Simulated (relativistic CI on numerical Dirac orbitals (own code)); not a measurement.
What each ingredient does to the levels of Tc10+

Base calculation: Dirac-Coulomb-Breit CI, KLI orbitals optimised for each configuration, QED by a radiative potential, unscaled Slater integrals.

Configurations in the expansion (outside the closed core [Ar] 3d10): 4s²4p³, 4s4p⁴, 4p⁵, 4s²4p²4d, 4s4p³4d, 4s²4p²4f, 4s4p³4f, 4p⁴4d, 4s²4p²5s, 4s4p²4d², 4s²4p²5p, 4s²4p4d4f, 4s²4p4d², 4s²4d³, 4s4p4d³, 4s²4d²4f, 4s4p4d²4f, 4s²4d²5s, 4p³4d², 4p²4d³, 4p²4d²4f, 4p²4d²5s. Double excitations out of closed p, d and f shells are left out; levels of such configurations are missing from the list, as are those of other unlisted configurations, and high levels can miss mixing partners. These lack a partner that the ground configuration has and come out too high: 4s²4p²5p.

The lowest level and the first level of each name with at least 55 % of one term (blank where a level has no safe partner in the second run):

| Level | Base (cm⁻¹) | Shift (cm⁻¹) |
| --- | --- | --- |
| 4s²4p³ ⁴S°3/2 | 0 | 0 |
| 4s²4p³ ²D°3/2 | 30675 | +2579 |
| 4s²4p³ ²D°5/2 | 40735 | +4013 |
| 4s²4p³ ²P°1/2 | 63474 | -1214 |
| 4s²4p³ ²P°3/2 | 81429 | +325 |
| 4s4p⁴ ⁴P5/2 | 240890 | +10984 |
| 4s4p⁴ ⁴P3/2 | 258299 | +11773 |
| 4s4p⁴ ⁴P1/2 | 263604 | +11873 |
| 4s4p⁴ ²D3/2 | 299963 | +31443 |
| 4s4p⁴ ²D5/2 | 305888 | +30521 |
| 4s4p⁴ ²P3/2 | 347903 | +47309 |
| 4s²4p²4d ⁴F3/2 | 379563 |  |
| 4s²4p²4d ⁴F5/2 | 386808 |  |
| 4s²4p²4d ²F5/2 | 398556 |  |

At this charge energies of transitions that change n are usually good to better than 1 %, and those within a shell (Δn = 0) to a few per cent.

One thing was changed in a second run, which moved the levels as shown. Which?
A. one mean potential for all configurations
B. Breit term removed
C. QED terms removed
D. only the first 3 configurations

D. Only the first 3 configurations. With fewer configurations the levels that remain lose their mixing partners.

LS names give the leading component of a level, which can be under half, so a name can repeat, a term be missing and a line seem to break the LS rules.
